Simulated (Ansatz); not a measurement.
The cluster AlGa₂⁻ was relaxed with B3LYP-D4 (def2-TZVPD) in Ansatz in these states: charge -1 quintet, charge -1 triplet. The geometries follow in no particular order.

A:

Cartesian coordinates in Å:
```
Al -1.1674 0.0360 1.0756
Ga 1.4072 -0.6531 0.3772
Ga -0.2398 0.6171 -1.4529
```

B:

Cartesian coordinates in Å:
```
Al -1.284 0.453 -0.307
Ga 1.187 0.762 -0.667
Ga 0.097 -1.215 0.974
```

Problem. Judge from the bond lengths which geometry belongs to which state (an estimate).

Solution. A is the charge -1 quintet (Al1–Ga2 2.755 Å, Al1–Ga3 2.755 Å, Ga2–Ga3 2.770 Å); B is the charge -1 triplet (Al1–Ga2 2.516 Å, Al1–Ga3 2.516 Å, Ga2–Ga3 2.792 Å).

At B3LYP-D4/def2-TZVPD the highest occupied level of the charge -1 quintet lies above zero (up to 0.31 eV). It is a level of α spin, whose loss leaves a quartet; that state wasn't run at this geometry and level. The electron is either unbound and held by the finite basis, or the level is raised by self-interaction error. At B3LYP-D4/def2-TZVPD the highest occupied level of the charge -1 triplet lies above zero (up to 0.21 eV). It is a level of α spin, whose loss leaves a doublet; that state wasn't run at this geometry and level. The electron is either unbound and held by the finite basis, or the level is raised by self-interaction error. At PBE0-D4/def2-TZVPD a broken-symmetry singlet lies 0.31 eV below the charge -1 quintet. At PBE0-D4/def2-TZVPD a broken-symmetry singlet lies 0.18 eV below the charge -1 triplet. These are the stationary points nearest to one start from a short search; other shapes may lie lower in each state.
